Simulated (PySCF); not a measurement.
# What a mistake does to a calculation on BClGeH4N

These are calculations, not measurements. They come from PySCF 2.14.0, an open-source quantum chemistry program, on an isolated molecule that a program drew, which may never have been made. The molecule is BClGeH4N (charge 0, doublet), drawn as the SMILES string `B[NH][GeH][Cl]`.

Each row is a Hartree-Fock (HF) and frozen-core CCSD(T) single point in the cc-pV(D+d)Z basis, meant for a local HF minimum. Run 1 is clean. Each other run has one planted mistake out of seven kinds, and not every kind appears here: one electron removed, one electron added, multiplicity raised by two, geometry at a saddle point, minimal basis STO-3G, one bond length entered in bohr, all coordinates scaled. The reference is restricted for singlets and unrestricted otherwise, and also for a bond in bohr. Adding or removing an electron swaps singlet and doublet. Electrons count all cores. HOMO and LUMO are orbital energies over both spins, the gradient is its largest component, and the lowest frequency (negative if imaginary) is given only where the gradient is small. Bond lengths are over the 7 bonds as drawn. T1 is the CCSD diagnostic: over 0.02 (restricted) or 0.045 (unrestricted) a single reference is doubtful. Germanium has the cc-pVDZ-PP basis, with a core potential (ECP10MDF) in place of its 10 inner electrons, and its 3s, 3p and 3d shells are frozen in CCSD(T).

Geometry of the clean run:
```xyz
8
BClGeH4N, angstrom
B    -0.6968    3.2404   -0.4485
N    -1.2043    2.0149   -0.9093
Ge   -0.7431    1.1949   -2.4933
Cl   -0.8779   -0.9539   -2.1256
H    -1.1010    3.7084    0.5809
H     0.1438    3.8095   -1.0941
H    -1.9199    1.5641   -0.3689
H     0.7113    1.5447   -2.8373
```

```
run,electrons,basis functions,<S^2>,HOMO (eV),LUMO (eV),gradient (hartree/bohr),lowest frequency (cm^-1),mean bond (Å),longest bond (Å),T1,HF (hartree),CCSD(T) (hartree),mistake
1,65,94,0.757,-9.39,0.51,7.0e-06,48,1.4819,2.184,0.0151,-834.40756,-834.93573,no fault
2,64,94,0.000,-17.33,-7.50,8.4e-02,-,1.4819,2.184,0.0199,-834.09546,-834.62963,one electron removed
3,65,94,1.363,-9.55,0.39,2.0e-02,-,1.6348,2.273,0.0581,-834.28574,-834.81670,one bond length entered in bohr
4,65,94,0.755,-9.19,0.79,2.5e-02,-,1.4389,2.121,0.0140,-834.40057,-834.92439,all coordinates scaled
5,66,94,0.000,-1.34,7.81,8.9e-02,-,1.4819,2.184,0.0162,-834.42128,-834.97787,?
6,65,94,3.778,-5.61,-2.95,3.9e-02,-,1.4819,2.184,0.0670,-834.15554,-834.68116,?
```

**Which mistake was planted in run 5, and what did it cost?**

It counts 66 electrons, one more than the clean run, at the same geometry and basis. So the mistake is: one electron added. Subtracting run 1 and multiplying by 627.51 kcal/mol a hartree, the energy moved by -8.6 kcal/mol in HF and -26.4 kcal/mol in CCSD(T).

**Which mistake was planted in run 6, and what did it cost?**

Electrons, basis and geometry are unchanged, and <S^2> is 3.778, beside S(S+1) = 3.75 for a multiplicity of 4. So the mistake is: multiplicity raised by two. Subtracting run 1 and multiplying by 627.51 kcal/mol a hartree, the energy moved by 158.1 kcal/mol in HF and 159.7 kcal/mol in CCSD(T).

Cautions from the logs. Run 3: T1 is over the limit, so its CCSD(T) energy is less reliable; run 6: T1 is over the limit, so its CCSD(T) energy is less reliable.
